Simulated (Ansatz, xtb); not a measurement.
# Two isomers of C4H6Be

We compare X, `[BeH][C]#CCC`, a singlet, with Y, `[Be]1[CH]=CC[CH2]1`, a singlet. Both are isolated molecules in the gas phase, relaxed with B3LYP-D3(BJ)/6-311G**; the shapes shown needn't be the lowest conformers.

X (Å):

```tsv
atom	x (Å)	y (Å)	z (Å)
C	1.2856	0.8596	-3.4859
C	2.1629	0.3115	-2.8424
C	3.1910	-0.3468	-2.0482
C	2.6987	-0.7463	-0.6455
Be	0.1232	1.5890	-4.3451
H	-0.8292	2.1857	-5.0462
H	3.5413	-1.2347	-2.5866
H	4.0556	0.3212	-1.9629
H	1.8554	-1.4358	-0.7146
H	2.3730	0.1326	-0.0862
H	3.5010	-1.2346	-0.0878
```

Y (Å):

```yaml
atoms:
  - { symbol: C, position_ang: [0.7872, -0.6497, -2.3409] }
  - { symbol: C, position_ang: [1.2210, 0.2151, -1.3967] }
  - { symbol: C, position_ang: [2.4738, 1.0794, -1.5996] }
  - { symbol: C, position_ang: [3.1669, 0.8456, -2.9903] }
  - { symbol: Be, position_ang: [1.9972, -0.2828, -3.3764] }
  - { symbol: H, position_ang: [-0.0992, -1.2455, -2.1692] }
  - { symbol: H, position_ang: [0.7124, 0.3525, -0.4385] }
  - { symbol: H, position_ang: [3.1684, 0.8669, -0.7786] }
  - { symbol: H, position_ang: [2.1834, 2.1299, -1.4818] }
  - { symbol: H, position_ang: [3.2007, 1.7670, -3.5736] }
  - { symbol: H, position_ang: [4.1930, 0.4965, -2.8654] }
```

Energies in hartree; the thermal terms are from B3LYP-D3(BJ)/6-311G** harmonic frequencies (ideal gas, rigid rotor, one conformer each, 298.15 K, 1 atm) and include the zero-point energy:

```
                              X           Y
E, CCSD(T)/def2-SVP  −170.059479  −170.055630
    E, MP2/def2-SVP  −169.993224  −169.987697
  E, MP2/def2-TZVPP  −170.334308  −170.336140
  zero-point energy     0.083866     0.087722
       H(298 K) − E     0.091243     0.093679
       G(298 K) − E     0.054678     0.060343
```

Correct the CCSD(T) difference for the basis set by the MP2 change, then work out ΔE, ΔE₀, ΔH and ΔG for X → Y in kcal/mol (1 Eh = 627.51 kcal/mol) and the equilibrium ratio [Y]/[X].

1. Differences Y − X: CCSD(T) +0.003849, MP2 in the small set +0.005527, MP2 in the large set −0.001832 Eh.
2. ΔE = +0.003849 + (−0.001832 − (+0.005527)) = −0.003510 Eh = −2.20 kcal/mol.
3. ΔE₀ = ΔE + ΔZPE = −0.003510 + (+0.003856) Eh = +0.22 kcal/mol.
4. ΔH = ΔE + (+0.002436) Eh = −0.67 kcal/mol.
5. ΔG = ΔE + (+0.005665) Eh = +1.35 kcal/mol, so ΔS = (ΔH − ΔG)/T = −28.4 J/(mol K).
6. kT = 0.9442 mEh, so K = [Y]/[X] = exp(−ΔG/kT) = exp(−2.28) ≈ 0.1.

The sums favour X, but ΔE leans on the basis-set step (CCSD(T) alone has the other sign or is under 1 kcal/mol), so the order isn't settled. An error of 1 kcal/mol in ΔG would change K by a factor of 5.4. The basis-set step is large, which makes the value less sure. GFN2-xTB, HF/def2-SVP, MP2/def2-SVP, CCSD(T)/def2-SVP gave ΔE the other sign. Mirror images and further conformers aren't counted.

As drawn, Y has 1 C–Be, 1 C=C, 1 C–H in place of 1 C≡C, 1 Be–H. Structure X has no ring, Y a 5-membered ring.

Other levels gave ΔE = +22.8 (GFN2-xTB); −2.9 (HF/STO-3G, GFN2-xTB geometries); −4.7 (r2SCAN-D4/def2-SVP, GFN2-xTB geometries); −2.3 (B3LYP-D3(BJ)/6-311G**); +7.5 (HF/def2-SVP); +3.5 (MP2/def2-SVP); +2.4 (CCSD(T)/def2-SVP) kcal/mol. The correlated steps freeze 4 core orbitals; the last core shell of Be is correlated, in a basis made for valence electrons. Programs: Ansatz 0.2.0, xtb 6.7.1.
